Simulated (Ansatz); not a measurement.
Heat of formation of SiH4O4 (orthosilicic acid) from total energies

The species is SiH4O4 (9 atoms), meant as a singlet with charge 0. As SMILES, `O[Si](O)(O)O`. Geometry: relaxed at PBE0-D4/def2-TZVP. This is one conformer, not always the lowest.

Total energies at PBE/def2-SVP (Ansatz 0.2.0); the atoms run unrestricted:

```
species    state  energy (Eh)
 SiH4O4  singlet  -592.186573
      O  triplet   -74.914670
     Si  triplet  -289.124161
      H  doublet    -0.498629
```

Harmonic wavenumbers at PBE0-D4/def2-TZVP, in cm⁻¹: 194, 199, 278, 278, 294, 354, 368, 368, 404, 780, 833, 839, 841, 841, 952, 1012, 1012, 3928, 3928, 3929, 3931.

Measured heats of formation of the gaseous atoms at 298.15 K, in kJ/mol: O 249.2, Si 450.0, H 218.0. Spin-orbit lowering of the atoms at 298 K (mean of the ground term's levels less their thermal mean, from spectra), in kJ/mol: O 0.40, Si 0.44. Take 1 Eh = 2625.50 kJ/mol, 1 cm⁻¹ = 0.0119627 kJ/mol, RT = 2.479 kJ/mol.

Q: What heat of formation follows?

A: 
1. Electronic atomisation energy: 4 × (-74.914670) + (-289.124161) + 4 × (-0.498629) − (-592.186573) = 1.409216 Eh = 3699.9 kJ/mol.
2. Zero-point energy: half the sum of the wavenumbers, 12781.5 cm⁻¹ = 152.9 kJ/mol.
3. Thermal vibrational enthalpy, Σ hcν̃/(exp(hcν̃/kT) − 1): 11.2 kJ/mol. Translation, rotation and pV of a non-linear molecule: 4 RT = 9.9 kJ/mol.
4. The 9 free atoms carry 5/2 RT each: 55.8 kJ/mol.
5. Spin-orbit coupling lowers the free atoms by 4 × 0.40 + 0.44 = 2.0 kJ/mol.
6. Atomisation enthalpy at 298 K: 3699.9 − 2.0 − 152.9 − 11.2 − 9.9 + 55.8 = 3579.7 kJ/mol.
7. Sum of the atoms' heats of formation: 2318.8 kJ/mol. Heat of formation: 2318.8 − 3579.7 = -1260.9 kJ/mol.

No measured value is set beside it here. Anharmonicity and any spin-orbit splitting of the molecule are left out.
